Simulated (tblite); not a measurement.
A geometry optimisation, step by step.

Compound: C4H9NOSi.
SMILES with atom numbers: `[CH3:1][NH:2][Si@@H:3]1[CH:4]=[CH:5][CH2:6][O:7]1` (hydrogens: H8, H9, H10 on C1; H11 on N2; H12 on Si3; H13 on C4; H14 on C5; H15, H16 on C6)

Computed with GFN2-xTB (tblite), gas phase: L-BFGS steps from a force-field or distance-geometry start until the largest atomic force falls under 0.01 eV/Å. 7 of its 142 geometries are shown.

Step 0: E = -594.7492 eV, largest atomic force 3.170 eV/Å
```
atom  x, y, z in Å  |  force x, y, z in eV/Å
C1      2.693   -0.097    0.084   -0.437  -0.527   0.733
N2      1.361    0.004   -0.560    0.453  -1.375   0.390
Si3     0.205    0.112    0.761   -1.498   1.467  -0.764
C4     -1.234   -1.073    0.579    1.150  -0.219   0.425
C5     -2.233   -0.342    0.141   -1.099  -1.979  -0.503
C6     -1.937    1.060   -0.079   -2.059   2.409   0.087
O7     -0.848    1.511    0.631    2.229  -2.061   0.199
H8      2.498   -0.478    1.127    1.134   0.541  -0.862
H9      3.141    0.904    0.109    0.026  -0.548   0.014
H10     3.321   -0.858   -0.390    0.019   0.567  -0.167
H11     1.273   -0.862   -1.143   -0.262   1.223   0.535
H12     0.833    0.029    2.061   -0.155   0.349   0.275
H13    -1.205   -2.123    0.829   -0.417   0.136  -0.160
H14    -3.220   -0.795   -0.067    0.448   0.690  -0.026
H15    -1.829    1.368   -1.139   -0.097  -0.437   0.186
H16    -2.826    1.649    0.312    0.565  -0.236  -0.362
```

Step 24: E = -595.7605 eV, largest atomic force 0.148 eV/Å
```
atom  x, y, z in Å  |  force x, y, z in eV/Å
C1      2.863   -0.189    0.122    0.060   0.023  -0.019
N2      1.460   -0.392   -0.153    0.048   0.030   0.065
Si3     0.131    0.073    0.830    0.032   0.019  -0.038
C4     -1.317   -1.095    0.568   -0.070  -0.003   0.032
C5     -2.326   -0.384    0.091   -0.021   0.041  -0.026
C6     -2.055    1.079   -0.096    0.039  -0.017   0.022
O7     -0.754    1.377    0.333    0.047  -0.048  -0.051
H8      3.097   -0.489    1.142   -0.140  -0.023   0.043
H9      3.180    0.853    0.007   -0.056   0.044  -0.049
H10     3.458   -0.799   -0.557    0.040  -0.045   0.012
H11     1.288   -0.495   -1.141   -0.009   0.032  -0.050
H12     0.588    0.325    2.186    0.018   0.000   0.023
H13    -1.393   -2.149    0.759    0.031  -0.051   0.000
H14    -3.308   -0.753   -0.167   -0.010   0.015  -0.024
H15    -2.151    1.369   -1.152   -0.045  -0.034   0.051
H16    -2.769    1.678    0.484    0.036   0.014   0.010
```

Step 47: E = -595.7964 eV, largest atomic force 0.099 eV/Å
```
atom  x, y, z in Å  |  force x, y, z in eV/Å
C1      2.870   -0.186    0.162    0.013   0.018   0.027
N2      1.500   -0.372   -0.244    0.039  -0.017  -0.064
Si3     0.140    0.015    0.723    0.063   0.030  -0.030
C4     -1.344   -1.129    0.543    0.034   0.011   0.018
C5     -2.358   -0.388    0.123    0.010  -0.015  -0.001
C6     -2.053    1.064   -0.081   -0.058   0.027   0.013
O7     -0.696    1.307    0.145   -0.018  -0.015  -0.003
H8      2.934   -0.333    1.235    0.019  -0.002   0.041
H9      3.238    0.819   -0.070    0.024   0.010  -0.001
H10     3.524   -0.911   -0.328   -0.042  -0.041  -0.024
H11     1.396   -0.313   -1.247    0.007  -0.020   0.017
H12     0.588    0.278    2.085   -0.020  -0.030   0.045
H13    -1.439   -2.180    0.750    0.029  -0.003  -0.019
H14    -3.366   -0.729   -0.066    0.000   0.036  -0.018
H15    -2.300    1.400   -1.095   -0.045  -0.051  -0.056
H16    -2.642    1.666    0.620   -0.056   0.062   0.054
```

Step 70: E = -595.8081 eV, largest atomic force 0.064 eV/Å
```
atom  x, y, z in Å  |  force x, y, z in eV/Å
C1      2.890   -0.209    0.185    0.010  -0.006   0.017
N2      1.528   -0.274   -0.270   -0.002   0.018   0.015
Si3     0.143    0.061    0.670   -0.018  -0.005  -0.009
C4     -1.315   -1.121    0.495    0.028  -0.004   0.048
C5     -2.365   -0.394    0.145    0.004  -0.022   0.032
C6     -2.097    1.066   -0.060   -0.037  -0.024  -0.010
O7     -0.730    1.323    0.078   -0.027   0.018   0.055
H8      2.902   -0.276    1.268   -0.004  -0.023   0.021
H9      3.378    0.729   -0.101    0.004   0.001  -0.036
H10     3.471   -1.040   -0.223    0.015  -0.013   0.001
H11     1.454   -0.269   -1.275    0.011   0.019  -0.023
H12     0.552    0.293    2.056   -0.006   0.002  -0.050
H13    -1.369   -2.180    0.670   -0.013   0.013   0.009
H14    -3.377   -0.746    0.004    0.009   0.006  -0.043
H15    -2.415    1.385   -1.060   -0.005   0.022  -0.031
H16    -2.656    1.662    0.674    0.030  -0.001   0.006
```

Step 94: E = -595.8371 eV, largest atomic force 0.140 eV/Å
```
atom  x, y, z in Å  |  force x, y, z in eV/Å
C1      2.849   -0.320    0.207    0.030   0.032  -0.014
N2      1.586    0.170   -0.282    0.038  -0.062  -0.036
Si3     0.155    0.208    0.651   -0.045  -0.008   0.003
C4     -1.210   -1.090    0.494    0.034  -0.029  -0.020
C5     -2.309   -0.456    0.109    0.018  -0.068   0.072
C6     -2.167    1.025   -0.050   -0.022  -0.016   0.021
O7     -0.820    1.389    0.056   -0.071  -0.004   0.034
H8      2.875   -0.217    1.291   -0.028  -0.025  -0.118
H9      3.669    0.269   -0.215   -0.035  -0.028   0.008
H10     3.021   -1.374   -0.046   -0.045   0.047   0.033
H11     1.506    0.099   -1.285    0.055   0.044  -0.013
H12     0.614    0.471    2.013   -0.131   0.009   0.049
H13    -1.186   -2.155    0.652    0.023   0.006   0.022
H14    -3.281   -0.890   -0.071    0.015  -0.017  -0.004
H15    -2.567    1.361   -1.015    0.100   0.037   0.020
H16    -2.745    1.519    0.746    0.063   0.081  -0.057
```

Step 118: E = -595.8595 eV, largest atomic force 0.016 eV/Å
```
atom  x, y, z in Å  |  force x, y, z in eV/Å
C1      2.811   -0.370    0.166   -0.006   0.006  -0.006
N2      1.585    0.276   -0.224    0.008   0.006  -0.009
Si3     0.160    0.245    0.719    0.005   0.000  -0.007
C4     -1.164   -1.087    0.528   -0.007   0.008   0.012
C5     -2.268   -0.479    0.118   -0.003  -0.002   0.004
C6     -2.152    1.002   -0.073   -0.003  -0.003  -0.005
O7     -0.833    1.413    0.136    0.002   0.006  -0.005
H8      2.912   -0.297    1.246   -0.004  -0.011  -0.002
H9      3.663    0.128   -0.300    0.005  -0.007   0.012
H10     2.835   -1.431   -0.109    0.009   0.005  -0.006
H11     1.502    0.374   -1.224    0.001   0.002  -0.001
H12     0.543    0.495    2.107   -0.005   0.000   0.012
H13    -1.117   -2.148    0.706   -0.009   0.004  -0.003
H14    -3.224   -0.937   -0.087    0.006  -0.009   0.006
H15    -2.455    1.294   -1.087   -0.002   0.003  -0.010
H16    -2.805    1.530    0.635    0.004  -0.006   0.007
```

Step 141: E = -595.8620 eV, largest atomic force 0.008 eV/Å
```
atom  x, y, z in Å  |  force x, y, z in eV/Å
C1      2.805   -0.391    0.155   -0.002  -0.008  -0.001
N2      1.594    0.291   -0.215   -0.003   0.000  -0.002
Si3     0.162    0.259    0.717   -0.002   0.002   0.005
C4     -1.159   -1.080    0.556    0.000   0.003  -0.003
C5     -2.266   -0.482    0.136   -0.002   0.001  -0.003
C6     -2.151    0.994   -0.091   -0.001  -0.003   0.000
O7     -0.831    1.410    0.101    0.000  -0.004   0.003
H8      2.848   -0.458    1.239    0.005   0.002  -0.002
H9      3.677    0.165   -0.197   -0.001   0.001   0.006
H10     2.856   -1.407   -0.253   -0.001   0.003   0.002
H11     1.528    0.459   -1.207    0.002   0.001  -0.003
H12     0.529    0.531    2.106    0.000   0.001  -0.003
H13    -1.115   -2.136    0.759    0.003   0.004  -0.001
H14    -3.221   -0.948   -0.053   -0.002  -0.001   0.002
H15    -2.463    1.264   -1.108    0.003  -0.003  -0.002
H16    -2.800    1.536    0.611    0.003   0.001   0.005
```

Q: Summarise the path.

A: The energy falls by 25.66 kcal/mol from step 0 to step 141; nine tenths of that is first reached at step 21. It rises by more than 0.2 meV at step 79. The largest force goes from 3.170 to 0.008 eV/Å. Among the bonds Si3–O7 changes most, from 1.756 to 1.640 Å; the atoms move by 0.563 Å rms after alignment.

Q: Follow the three bonds and two angles with the largest change from start to end.

A: 
```tsv
step	E above end (kcal/mol)	largest force (eV/Å)	Si3–O7 (Å)	N2–Si3 (Å)	C5–C6 (Å)	C1–N2–Si3 (°)	N2–Si3–C4 (°)
0	25.66	3.170	1.756	1.758	1.449	105.6	113.1
6	9.02	0.704	1.636	1.710	1.492	114.2	112.8
12	3.93	0.292	1.641	1.711	1.505	124.7	112.7
18	2.87	0.186	1.645	1.715	1.496	128.6	112.0
25	2.29	0.126	1.650	1.718	1.497	127.2	110.4
31	2.02	0.108	1.652	1.717	1.502	125.6	110.9
37	1.82	0.083	1.646	1.715	1.496	124.3	111.9
43	1.65	0.098	1.646	1.714	1.498	124.6	113.5
49	1.45	0.074	1.646	1.713	1.500	124.7	116.5
55	1.35	0.038	1.645	1.712	1.497	124.8	117.2
61	1.32	0.033	1.645	1.711	1.499	125.3	117.1
67	1.28	0.043	1.645	1.708	1.499	125.7	117.5
74	1.19	0.058	1.644	1.706	1.498	125.9	116.8
80	1.07	0.082	1.643	1.706	1.498	126.4	118.1
86	0.88	0.133	1.642	1.709	1.500	124.5	119.4
92	0.66	0.118	1.643	1.708	1.497	124.5	121.5
98	0.28	0.133	1.639	1.710	1.497	123.6	123.1
104	0.14	0.041	1.639	1.710	1.498	123.0	124.0
110	0.07	0.042	1.640	1.711	1.498	123.2	122.8
116	0.06	0.020	1.640	1.711	1.498	123.4	122.6
123	0.05	0.039	1.640	1.710	1.498	124.0	123.2
129	0.03	0.017	1.640	1.710	1.498	124.1	123.3
135	0.02	0.041	1.640	1.710	1.498	124.1	123.4
141	0.00	0.008	1.640	1.709	1.498	123.9	123.6
```

The cost below is that of the whole relaxation. Hardware: one thread, Arm Neoverse N1 (aarch64), shared host with 64 logical CPUs at a one-minute load of 63. Cost: 1.6 s wall.
